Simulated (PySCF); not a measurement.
PhCHFCH3, C8H9F.
SMILES: `C[C@@H](F)C1=CC=CC=C1`

Torsions of this conformer, `[CH3:1][C@@H:2]([F:3])[c:4]1[cH:5][cH:6][cH:7][cH:8][cH:9]1`: C1–C2–C4–C5 82°.

The closed-shell ground state was solved at several levels (PySCF, density fitting, gas phase, non-relativistic). Isolated species at its PBE0-D3(BJ)/def2-SVP geometry (one conformer only).

```tsv
level	basis functions	total energy (Eh)	HOMO (eV)	LUMO (eV)	gap (eV)	dipole (D)
mPW1PW91/pcSseg-1	198	-409.9739	-7.25	-0.39	6.86	1.70
CAM-B3LYP/def2-SVPD	255	-409.6325	-8.45	0.64	9.09	1.78
```

(1) What might PBE0/pcSseg-1 (198 basis functions) give for the same quantities?

(2) How far do the dipole and the HOMO energy spread over the levels?

## Answers

(1) Total energy -409.5996 Eh, HOMO -7.23 eV, LUMO -0.38 eV, gap 6.85 eV, dipole 1.69 D.

(2) The dipole runs from 1.69 to 1.78 D (mean 1.72 D) and the HOMO from -8.45 to -7.23 eV.
